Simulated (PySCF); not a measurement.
**SMILES [SiH3]C#[N+][AlH2-][CH]1CC1, C$_{4}$H$_{10}$AlNSi**

Cartesian coordinates in Å; atom numbers follow the order of the lines, from 1:
```xyz
17

Si    3.302   -1.025    0.522
C     2.043    0.058   -0.351
N     1.247    0.690   -0.894
Al   -0.522    1.542   -0.845
C    -1.466   -0.174   -0.403
C    -2.621    0.165    0.521
C    -1.416   -0.513    1.069
H     3.890   -1.823   -0.551
H     4.250   -0.099    1.136
H     2.558   -1.820    1.493
H    -0.328    2.448    0.423
H    -0.711    2.252   -2.208
H    -1.663   -1.039   -1.037
H    -2.764    1.207    0.790
H    -3.546   -0.391    0.440
H    -0.763    0.081    1.700
H    -1.498   -1.547    1.378
```

Computed, not measured: GIAO revPBE/STO-3G magnetisability, non-relativistic, IEF-PCM chloroform (PySCF 2.14.0). Geometry: GFN2-xTB.

**Question.** How diamagnetic is it, and how anisotropic?

**Answer.** Isotropic -1442 × 10⁻³⁰ J/T², or -86.8 × 10⁻⁶ cm³/mol; principal values -1525, -1453, -1348 × 10⁻³⁰ J/T², anisotropy 154 × 10⁻³⁰ J/T² (root of half the summed squared differences of the principal values). The susceptibility is in cgs units.

**Question.** Split it along the inertial axes a, b, c into diamagnetic and paramagnetic parts about the centre of mass, with the quadrupole moment.

**Answer.** 
| axis | χ (10⁻⁶ cm³/mol) | diamagnetic (10⁻⁶ cm³/mol) | paramagnetic (10⁻⁶ cm³/mol) | summed x² of all electrons (Å²) | quadrupole Θ (D Å) |
| --- | --- | --- | --- | --- | --- |
| a | -90.6 | -528.7 | 438.1 | 339.2 | +13.79 |
| b | -85.6 | -1553.7 | 1468.1 | 97.6 | -9.28 |
| c | -84.3 | -1852.7 | 1768.4 | 27.1 | -4.51 |

Anisotropies 2χaa − χbb − χcc = -11.2 and 2χbb − χaa − χcc = +3.7 × 10⁻⁶ cm³/mol. Θ is traceless in Buckingham's convention.
